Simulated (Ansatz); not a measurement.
```yaml
crystal:
  periodic: [false, false, false]
  atoms:
    - {symbol: C, position_ang: [0.161131, -0.047713, -1.336241]}
    - {symbol: C, position_ang: [-0.652160, -1.075058, -0.492550]}
    - {symbol: C, position_ang: [0.499694, -1.125855, 0.555945]}
    - {symbol: C, position_ang: [1.312989, -0.098514, -0.287748]}
    - {symbol: C, position_ang: [0.649300, 1.072241, 0.498092]}
    - {symbol: C, position_ang: [-0.502553, 1.123046, -0.550405]}
    - {symbol: C, position_ang: [-1.315853, 0.095702, 0.293279]}
    - {symbol: C, position_ang: [-0.164000, 0.044902, 1.341779]}
    - {symbol: H, position_ang: [0.292226, -0.085058, -2.416138]}
    - {symbol: H, position_ang: [-1.176959, -1.940948, -0.892022]}
    - {symbol: H, position_ang: [0.903839, -2.032714, 1.002074]}
    - {symbol: H, position_ang: [2.373052, -0.176833, -0.522038]}
    - {symbol: H, position_ang: [1.174098, 1.938133, 0.897561]}
    - {symbol: H, position_ang: [-0.906692, 2.029906, -0.996536]}
    - {symbol: H, position_ang: [-2.375915, 0.174014, 0.527574]}
    - {symbol: H, position_ang: [-0.295098, 0.082249, 2.421675]}
basis:
  gaussian: {orbitals: "6-31++G**", final_grid: {core_spheres: 1, valence_spheres: 1, degree: 3}}
hamiltonian: {xc: {name: PBE}}
```

```sh
$ ansatz run in.yaml --threads 2 --pin off --events-out ev --progress --plain --max-ram 32768MiB --backend cpu
```

Shortened log:

```
Functional definition: PBE
2016 factors; their error is unknown
mean field evaluation 1: about -8386.3539 eV, gradient 9.7e1 eV
mean field evaluation 2: about -7886.5179 eV, gradient 3.7e2 eV
mean field evaluation 4: about -8410.8631 eV, gradient 4.0e0 eV
mean field evaluation 16: about -8447.0433 eV, gradient 7.8e-1 eV
mean field evaluation 32: about -8466.6966 eV, gradient 1.7e-4 eV
a density is far from that of the atoms, so the factors are made again for it
2319 factors; integrals over basis functions are off by at most 1.0e-3 eV
mean field -8466.69259086 eV, -311.1452137838 hartree, gradient 2.1e-5 eV, S^2 0.000000; 0 other end points of the search recorded, 0 dependent functions left out
reference -8466.69259300 eV, -311.1452138625 hartree; 28, 28 occupied and 172, 172 virtual orbitals, 2319 factors
Total energy: -8466.69259300 eV, -311.1452138625 hartree
```

Task: Something in this input is off. What?

Result: The integration grid is far too coarse. The calculation finished and met its thresholds. The result belongs to that input, not to the molecule as meant.
